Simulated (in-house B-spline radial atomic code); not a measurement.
Ti IV (Ti3+) is squeezed into an impenetrable sphere of radius R (the orbitals vanish at R). No spin polarisation. Caution: exact exchange at fractional occupations of open shells leaves self-interaction of up to several eV. Method: non-relativistic B3LYP, spherical fractional occupations, point nucleus. Calculated with an all-electron radial atomic-structure program (B-spline basis).

Energies in eV above the free ion in [Ar] 3d1:

```csv
R (bohr),highest level (eV),[Ar] 3d1,[Ne] 3s2 3p5 3d2,-dE/dV in [Ar] 3d1 (GPa)
8.73,-33.7,0,39.36,2.53e-06
6.59,-33.7,0.0002399,39.36,0.00123
5.18,-33.6,0.008456,39.38,0.0669
4.2,-33.5,0.09355,39.51,1.13
3.8,-33.2,0.2546,39.76,3.87
3.08,-31.7,1.762,41.8,45.6
2.47,-26.5,10.95,52.45,482
2.07,-16.5,39.14,82.53,2560
1.77,-0.0665,104.7,149.7,9610
1.52,26.1,243.2,288.1,31200
```

Problem. Does [Ne] 3s2 3p5 3d2 fall below [Ar] 3d1 under compression?

Solution. No, it stays above over the whole range.

The highest level is first positive in the row R = 1.52 bohr, pushed up by confinement above the zero of the free ion's potential. Each configuration is held fixed and needn't be the lowest in the sphere.
